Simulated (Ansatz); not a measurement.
Reactions of `CS[Si](F)(F)F`.

Isolated molecules relaxed with PBE0-D4/def2-TZVP in Ansatz; ΔE leaves out vibrations. CCSD(T)/CBS is the MP2 limit (def2-TZVPP, def2-QZVPP) plus CCSD(T) − MP2 in def2-TZVPP, frozen cores. This one scheme is used for every species, atoms too. DFT in def2-TZVPP. No spin–orbit coupling; open shells (•) take unrestricted orbitals. Spin–orbit coupling would lower the free atoms: a little for C, F, S, Si. One conformer a species, not always the lowest.

```csv
reaction,HF/CBS(def2) (kJ/mol),PBE0-D4 (kJ/mol),r2SCAN-D4 (kJ/mol),CCSD(T)/CBS(def2) (kJ/mol)
`CS[Si](F)(F)F` + CH₃NH₂ → `CN[Si](F)(F)F` + CH₃SH,-35,-13,-15,-19
`CS[Si](F)(F)F` → C• + 3 F• + 3 H• + S• + Si•,2751,3665,3704,3708
`CS[Si](F)(F)F` + H₂O → `O[Si](F)(F)F` + CH₃SH,-84,-47,-54,-54
`CS[Si](F)(F)F` + `CS[SiH](O)O` → `O[SiH](O)[Si](F)(F)F` + `CSSC`,168,154,163,164
`CS[Si](F)(F)F` + `C=CS` → `C=CS[Si](F)(F)F` + CH₃SH,4,7,9,4
`CS[Si](F)(F)F` → `[CH2]` (triplet) + `F[Si](F)(F)S`,276,424,404,425
`CS[Si](F)(F)F` + CH₃OH → `CO[Si](F)(F)SC` + H–F,43,31,36,30
`CS[Si](F)(F)F` → `F[Si](F)(F)CS`,57,61,62,58
`CS[Si](F)(F)F` + `N#C[SiH](F)F` → `C[Si](F)(F)C#N` + `F[Si](F)(F)S`,-72,-76,-79,-74
`CS[Si](F)(F)F` + H₂S → `F[Si](F)(F)S` + CH₃SH,-2,3,3,3
```

Largest T1 diagnostic: 0.013, for `N#C[SiH](F)F`.
